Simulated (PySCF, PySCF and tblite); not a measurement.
A run on one conformer of C₄H₃ClN₂O, numbered as in [O:1]=[CH:2][c:3]1[n:4][nH:5][cH:6][c:7]1[Cl:8], from an ensemble study. The sound level was wB97X-D/pcSseg-1 (IEF-PCM, acetonitrile) on GFN2-xTB geometries.

Input:

```
{"job": {"xc": "wB97X-D", "basis": "pcSseg-1", "solvent": "acetonitrile", "kind": "nmr", "pop": false}, "charge": 0, "multiplicity": 1}
O      2.782000     0.723300     0.209100
C      2.012800    -0.233600     0.283600
C      0.584400    -0.192900     0.108100
N     -0.160500    -1.307200     0.211900
N     -1.421400    -0.911900    -0.003600
C     -1.531800     0.420600    -0.272100
C     -0.249200     0.925600    -0.206400
Cl     0.217400     2.539700    -0.437900
H      2.420800    -1.243400     0.528600
H     -2.166700    -1.604000     0.028400
H     -2.482200     0.886600    -0.475700
```

Command: OMP_NUM_THREADS=1 python ens_run.py task.json out

Output:

```
coarse grid: 11040 points
cycle   1  E = -798.7281409532  dE =  1.865e+00  |g| = 8.810e-01  |ddm| = 3.416e+00
cycle   2  E = -798.5951191658  dE =  1.330e-01  |g| = 1.287e+00  |ddm| = 2.169e+00
cycle   3  E = -798.8953194080  dE = -3.002e-01  |g| = 7.837e-02  |ddm| = 1.355e+00
cycle   4  E = -798.8963479027  dE = -1.028e-03  |g| = 5.984e-02  |ddm| = 1.298e-01
cycle   5  E = -798.8971421931  dE = -7.943e-04  |g| = 1.418e-02  |ddm| = 5.868e-02
cycle   6  E = -798.8972057186  dE = -6.353e-05  |g| = 5.871e-03  |ddm| = 2.498e-02
cycle   7  E = -798.8972183123  dE = -1.259e-05  |g| = 1.960e-03  |ddm| = 1.145e-02
cycle   8  E = -798.8972209599  dE = -2.648e-06  |g| = 7.347e-04  |ddm| = 5.850e-03
final grid: 105888 points
cycle   9  E = -798.9569487783  dE = -1.552e-04  |g| = 6.902e-03  |ddm| = 4.827e-02
cycle  10  E = -798.9569506489  dE = -1.871e-06  |g| = 7.235e-03  |ddm| = 1.366e-02
cycle  11  E = -798.9569610848  dE = -1.044e-05  |g| = 7.932e-04  |ddm| = 5.024e-03
cycle  12  E = -798.9569612458  dE = -1.610e-07  |g| = 5.454e-04  |ddm| = 1.694e-03
cycle  13  E = -798.9569613232  dE = -7.744e-08  |g| = 1.316e-04  |ddm| = 6.746e-04
cycle  14  E = -798.9569613297  dE = -6.515e-09  |g| = 6.815e-05  |ddm| = 3.579e-04
cycle  15  E = -798.9569613317  dE = -1.928e-09  |g| = 2.891e-05  |ddm| = 1.093e-04
cycle  16  E = -798.9569613320  dE = -3.417e-10  |g| = 1.150e-05  |ddm| = 6.701e-05
converged SCF energy = -798.9569613320

GIAO shielding tensors (ppm)
atom      isotropic    diamagn.    paramagn.     s11        s22        s33       span
  0 O     -305.417     399.289    -704.706   -933.534   -396.371    413.654   1347.187
  1 C      -16.884     240.355    -257.240   -105.916    -37.624     92.888    198.804
  2 C       32.974     256.177    -223.203    -33.374      7.625    124.670    158.044
  3 N     -103.805     327.671    -431.477   -381.994   -104.192    174.770    556.764
  4 N       23.471     325.750    -302.279   -106.080     37.107    139.387    245.467
  5 C       44.397     247.381    -202.984    -32.116     32.858    132.449    164.565
  6 C       61.761     256.340    -194.579     -8.023     68.826    124.481    132.504
  7 Cl     836.716    1146.644    -309.928    629.565    875.694   1004.889    375.324
  8 H       21.304      25.268      -3.963     18.155     22.564     23.194      5.039
  9 H       20.714      29.298      -8.584     15.520     21.797     24.827      9.307
 10 H       23.472      29.132      -5.661     20.428     23.720     26.267      5.838
```

**Question.** What is wrong with this calculation, and what did it do to the result?

**Answer.** The setting at fault: geometries not relaxed beyond the force field. The calculation finished and met its thresholds. Shieldings averaged over the conformers (ppm), as run and sound:
```tsv
atoms	as run	sound
O1	-307.0	-273.2
C2	-17.0	-8.7
C3	33.1	35.4
N4	-103.0	-87.7
N5	23.3	34.2
C6	44.5	47.8
C7	61.3	62.1
Cl8	838.4	845.4
H2	21.3	21.6
H5	20.7	21.1
H6	23.5	23.8
```
